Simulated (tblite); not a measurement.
C2H10BNSi.
SMILES with atom numbers: `[CH3:1][BH:2][SiH2:3][NH:4][CH3:5]` (hydrogens: H6, H7, H8 on C1; H9 on B2; H10, H11 on Si3; H12 on N4; H13, H14, H15 on C5)

Computed with GFN2-xTB (tblite), gas phase: L-BFGS steps from a force-field or distance-geometry start until the largest atomic force falls under 0.01 eV/Å.

Step 110: E = -414.9540 eV
```
atom  x, y, z in Å  |  force x, y, z in eV/Å
C1     -2.3306   -0.7331    0.1294   -0.020  -0.021   0.007
B2     -1.7921    0.6215   -0.4517    0.004  -0.038  -0.005
Si3     0.1058    0.9794   -0.7518    0.033   0.031   0.016
N4      1.0625   -0.2952   -0.0803    0.000  -0.008  -0.024
C5      2.4968   -0.3406   -0.2103   -0.006  -0.001  -0.010
H6     -2.4745   -0.5978    1.2060    0.022  -0.011  -0.039
H7     -3.3088   -1.0107   -0.2624    0.007  -0.024   0.009
H8     -1.6582   -1.5822    0.0055   -0.037   0.062   0.027
H9     -2.5857    1.4515   -0.7026    0.022  -0.004   0.002
H10     0.5433    2.3154   -0.2531    0.014  -0.028  -0.030
H11     0.5439    0.9773   -2.1648   -0.025   0.037   0.005
H12     0.7614   -0.7149    0.7856   -0.015   0.008   0.028
H13     2.8610   -1.3567   -0.0476    0.009  -0.014   0.003
H14     2.7598   -0.0340   -1.2201    0.002   0.013   0.002
H15     3.0109    0.3281    0.4905   -0.010  -0.002   0.009
```

Step 111: E = -414.9545 eV
```
atom  x, y, z in Å  |  force x, y, z in eV/Å
C1     -2.3332   -0.7312    0.1332    0.002  -0.021   0.017
B2     -1.7931    0.6182   -0.4581   -0.003  -0.017  -0.006
Si3     0.1065    0.9791   -0.7512    0.026   0.016   0.035
N4      1.0633   -0.2985   -0.0827    0.012   0.023  -0.043
C5      2.4985   -0.3412   -0.2121   -0.024   0.004  -0.015
H6     -2.4803   -0.5875    1.2082    0.014  -0.002  -0.035
H7     -3.3085   -1.0147   -0.2599   -0.009  -0.022   0.005
H8     -1.6590   -1.5797    0.0210   -0.024   0.045   0.016
H9     -2.5887    1.4441   -0.7202    0.041  -0.012   0.003
H10     0.5443    2.3116   -0.2426    0.007  -0.029  -0.035
H11     0.5460    0.9856   -2.1636   -0.021   0.033   0.007
H12     0.7636   -0.7177    0.7839   -0.018   0.002   0.031
H13     2.8612   -1.3594   -0.0594    0.020  -0.003   0.002
H14     2.7623   -0.0226   -1.2180   -0.004  -0.004  -0.004
H15     3.0126    0.3219    0.4938   -0.018  -0.012   0.023
```

Question: Estimate the geometry and energy of step 112. (The exact step hangs on the optimiser's Hessian estimate; all steps are aligned on step 111, rigid shifts and turns removed.)

Answer: E = -414.9551 eV, largest force 0.048 eV/Å
```
atom  x, y, z in Å  |  force x, y, z in eV/Å
C1     -2.3351   -0.7291    0.1378    0.016  -0.022   0.024
B2     -1.7930    0.6136   -0.4662    0.005  -0.009   0.007
Si3     0.1080    0.9795   -0.7507    0.010  -0.005   0.038
N4      1.0635   -0.3033   -0.0886    0.003   0.025  -0.013
C5      2.4997   -0.3418   -0.2140   -0.037   0.012  -0.012
H6     -2.4858   -0.5734    1.2105    0.003   0.006  -0.032
H7     -3.3075   -1.0200   -0.2563   -0.015  -0.017   0.005
H8     -1.6594   -1.5776    0.0407   -0.010   0.026   0.003
H9     -2.5888    1.4358   -0.7376    0.037  -0.004  -0.005
H10     0.5443    2.3075   -0.2299    0.005  -0.026  -0.035
H11     0.5479    0.9997   -2.1630   -0.015   0.028   0.013
H12     0.7612   -0.7266    0.7765    0.004   0.023  -0.017
H13     2.8629   -1.3605   -0.0669    0.029  -0.003   0.001
H14     2.7665   -0.0145   -1.2162   -0.011  -0.015  -0.016
H15     3.0111    0.3188    0.4962   -0.023  -0.018   0.038
```

The energy changes by -0.0005 eV. The first-order estimate −F·Δx gives -0.0008 eV and the mean of the old and new forces, exact on a quadratic surface, -0.0005 eV. The step makes an angle of 83° with the force vector and moves no atom by more than 0.020 Å.

What follows is the cost of the whole relaxation. Hardware: one thread, Arm Neoverse N1 (aarch64), no GPU (shared host). Cost: 1.1 s wall.
